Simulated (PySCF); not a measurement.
These compounds are isomers of formula C9H10.

A. `C(=C\C(=C)C)/C1=CC1=C`
B. `Cc1ccc2c(c1)CC2`
C. indan

Spectrum 1. 1H NMR (400 MHz, computed): δ 7.15 (m, 1H), 7.07 (m, 1H), 7.01 (s, 1H), 3.14 (m, 2H), 3.12 (m, 2H), 2.36 (s, 3H). 13C{1H} NMR (computed): δ 150.1 (C), 146.9 (C), 141.7 (C), 133.3 (CH), 128.3 (CH), 127.6 (CH), 30.7 (CH2), 30.5 (CH2), 24.0 (CH3).

Spectrum 2. 1H NMR (400 MHz, computed): δ 7.36 (m, 2H), 7.26 (m, 2H), 2.86 (m, 4H), 1.93 (m, 2H). 13C{1H} NMR (computed): δ 149.1 (C), 131.8 (CH), 129.7 (CH), 35.9 (CH2), 28.5 (CH2).

Spectrum 3. 1H NMR (400 MHz, computed): δ 7.70 (s, 1H), 6.89 (d, 1H), 6.30 (d, 1H), 5.64 (m, 1H), 5.63 (m, 1H), 4.03 (m, 1H), 3.98 (m, 1H), 1.97 (s, 3H). 13C{1H} NMR (computed): δ 156.0 (CH), 149.5 (C), 142.8 (C), 132.7 (CH2), 131.2 (CH), 125.4 (C), 116.8 (CH), 66.4 (CH2), 19.8 (CH3).

Calculated, not measured (PySCF 2.14.0 with density-fitted response routines): PBE0-D3(BJ)/def2-SVP structure, σ from GIAO-PBE0/pcSseg-1. Fast rotation and ring inversion assumed for equivalent nuclei, one conformer, no relativistic terms, isolated molecule.

Scale: 1H (σref 31.27), 13C (σref 184.41) vs TMS (reference shieldings calculated alike). Where no couplings were computed, multiplicities follow the n + 1 count of equivalent neighbours, and m marks all less simple cases (inequivalent or close neighbours, rings, F or P nearby). Shifts are as computed. Against solution values, carbons near 30 ppm lie about +2 ppm off and those near 130 ppm about +5 ppm. Of 1211 compounds with measured shifts, 218 miss one by over three times the rms of a fit or turn the order of signals round; such compounds aren't used in these exercises.

Match each spectrum to its structure.

## Answers

1–B, 2–C, 3–A.

- Spectrum 1 (B): 9 13C signals; δC 133.3 is an aromatic CH; δC 128.3 is an aromatic CH.
- Spectrum 2 (C): 5 13C signals; δC 131.8 is an aromatic CH; δC 129.7 is an aromatic CH.
- Spectrum 3 (A): 9 13C signals; δC 156.0 is an alkene CH; δC 149.5 is a fully substituted alkene carbon.
